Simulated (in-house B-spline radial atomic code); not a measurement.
Successive ionisation energies of silver; each step leads to the configuration of the next row (after the last: bare). NIST's values go from ground level to ground level; the uncertainty of those that are theory runs from under 0.1 % in few-electron ions to several per cent in heavy many-electron ones. Computed with a B-spline radial code for spherical atoms: non-relativistic Hartree-Fock, average of the configuration, point nuclei.

This level leaves out relativity, spin-orbit splitting included, which matters for heavy ions.

```csv
ion,configuration,ionisation energy (eV),tabulated value (eV),tabulated kind,computed minus tabulated (eV),highest orbital,largest mean radius (bohr)
Ag33+,[Ne] 3s2 3p2,2023.8,2077,semi-empirical,-53,3p,0.33555
Ag34+,[Ne] 3s2 3p1,2096.6,2131,semi-empirical,-34,3p,0.33348
Ag35+,[Ne] 3s2,2233.5,2302,semi-empirical,-69,3s,0.33143
Ag36+,[Ne] 3s1,2307.2,2371.99,semi-empirical,-65,3s,0.32916
Ag37+,[He] 2s2 2p6,5539.6,5558,semi-empirical,-18,2p,0.13728
Ag38+,[He] 2s2 2p5,5738.5,5753,semi-empirical,-15,2p,0.13636
Ag39+,[He] 2s2 2p4,5940.2,5966,semi-empirical,-26,2p,0.13546
Ag40+,[He] 2s2 2p3,6144.7,6170,semi-empirical,-25,2p,0.13456
Ag41+,[He] 2s2 2p2,6352.0,6551,semi-empirical,-199,2p,0.13367
Ag42+,[He] 2s2 2p1,6562.0,6785,semi-empirical,-223,2p,0.1328
Ag43+,[He] 2s2,6825.0,7082,semi-empirical,-257,2s,0.13193
Ag44+,[He] 2s1,7011.6,7271.298,tabulated theory,-260,2s,0.13114
Ag45+,1s2,29258.7,30097.31,tabulated theory,-839,1s,0.032172
Ag46+,1s1,30055.0,30965.78,tabulated theory,-911,1s,0.031915
```

Where is the largest jump?

From Ag44+ to Ag45+, by a factor of 4.17 (7011.6 to 29259 eV); the highest orbital goes from 2s to 1s.

How far is this level of theory from the measured and semi-empirical values?

Over those 11 rows the differences run from -257 to -14.5 eV (mean absolute value 89 eV). The calculation leaves out relativity, correlation and, in open shells, the multiplet splittings that an average leaves out.
